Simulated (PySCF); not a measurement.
[Ga(CN)H3]-, CH3GaN (charge -1).
Bonds: Ga1–C2, C2–N3. Hydrogens: H4, H5, H6 on Ga1.

Level of theory: PBE0-D3(BJ)/def2-SVP geometry optimisation, gas phase in PySCF.

Question: How far are the bound atoms from Ga1?

Answer: 4 atoms: H4 1.606 Å, H6 1.606 Å, H5 1.606 Å, C2 2.032 Å. The nearest atom not counted as bound is N3, at 3.20 Å.

Question: List the angles at Ga1.

Answer: 
```
    angle  degrees  distance of the outer atoms (Å)
H4–Ga1–H6    112.4                             2.67
H5–Ga1–H6    112.3                             2.67
H4–Ga1–H5    112.2                             2.67
C2–Ga1–H5    106.5                             2.93
C2–Ga1–H4    106.5                             2.93
C2–Ga1–H6    106.4                             2.93
```

Question: What is the shape at Ga1?

Answer: Tetrahedral: angles from 106.4° to 112.4°; τ4 = (360° − α − β)/141° = 0.96 with α and β the two widest (0 for a square, 1 for a tetrahedron).

Question: What are the other bond lengths?

Answer: C2–N3 1.165 Å.

Question: Give some angles away from the centre.

Answer: Ga1–C2–N3 179.8°.

Question: What are the rotational constants (commonest isotopes, rigid rotor)?

Answer: A = 70459, B = 3368, C = 3368 MHz: a prolate symmetric top.

Point group: C3v (every atom within 0.08 Å of its image). Charge -1, singlet. The geometry's basis has no diffuse functions, a weakness for an anion. No frequency check.
